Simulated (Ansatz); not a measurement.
Gas-phase electronic energies from Ansatz, PBE0-D4/def2-TZVP geometries. CBS: MP2 limit from def2 TZ/QZ plus the TZ coupled-cluster correction, frozen cores. This one scheme is used for every species. Elements past krypton have def2 core potentials. For Sb outer-core shells are correlated without core-valence functions, which leaves a few kJ/mol of doubt a bond. One conformer a species, not always the lowest.

Consider the formal exchange of groups at a P–Sb bond: `O[PH][SbH2]` + SiH₄ → `OP[SiH3]` + stibine.

```csv
species,CCSD(T)/CBS(def2) energy (Eh)
`O[PH][SbH2]`,-658.52726
SiH₄,-291.46306
`OP[SiH3]`,-708.19371
`[SbH3]`,-241.78682
```

Question: Work out ΔE.

Answer: ΔE = (-708.19371) + (-241.78682) − (-658.52726) − (-291.46306) = 0.00979 Eh = +0.27 eV.

Question: What do rigid-rotor, harmonic-oscillator terms from PBE0-D4/def2-TZVP frequencies (298.15 K, 1 bar) make of the CCSD(T)/CBS value? (Estimate.)

Answer: The calculation gave: ΔZPE = -0.03 eV, ΔH = +0.24 eV, ΔS = 15 J/(mol·K), ΔG = +0.20 eV.

Largest T1 diagnostic among the species: 0.014.

At CCSD(T), def2-SVP lies −0.08 eV from the extrapolated value and def2-TZVPP −0.05 eV. From BLYP to BHLYP (50 % exact exchange), in def2-TZVPP and without D4, ΔE moves by −0.04 eV.
